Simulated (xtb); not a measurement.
Sn(H)(OH)3 (H4O3Sn), SMILES [OH][SnH]([OH])[OH]. All values are semi-empirical tight-binding results from xtb (GFN2-xTB unless named), good for trends rather than for accurate numbers. Geometry: GFN2-xTB. The values are those of a single conformer.

Optimised geometry:

Bonded distances (Å): Sn1–O2 1.917, Sn1–O3 1.917, Sn1–O4 1.917, Sn1–H5 1.649, O2–H6 0.957, O3–H7 0.957, O4–H8 0.957. Angles (°): O2–Sn1–O3 105.7, O2–Sn1–O4 105.6, O2–Sn1–H5 113.1, O3–Sn1–O4 105.8, O3–Sn1–H5 112.9, O4–Sn1–H5 113.1, Sn1–O2–H6 114.1, Sn1–O3–H7 114.1, Sn1–O4–H8 114.2.
Charge 0, spin multiplicity 1.

For metal compounds this method's bond lengths and energies can be far off.

### Question
Estimate the properties. (Estimate from the structure and the level; the computed values follow.)

### Answer

```json
{
  "point_group_as_xtb_finds_it": "C3",
  "orbital_gap": "5.58 eV",
  "zero_point_energy": "26.7 kcal/mol",
  "G − E(el) at 298.15 K (modified RRHO)": "7.3 kcal/mol"
}
```

Computed atomic charges and the Wiberg bond orders between heavy atoms:
charges (e) Sn1 0.45, O2 -0.48, O3 -0.48, O4 -0.48, H5 0.05, H6 0.32, H7 0.32, H8 0.32. Bond orders Sn1–O2 0.91, Sn1–O3 0.90, Sn1–O4 0.91.
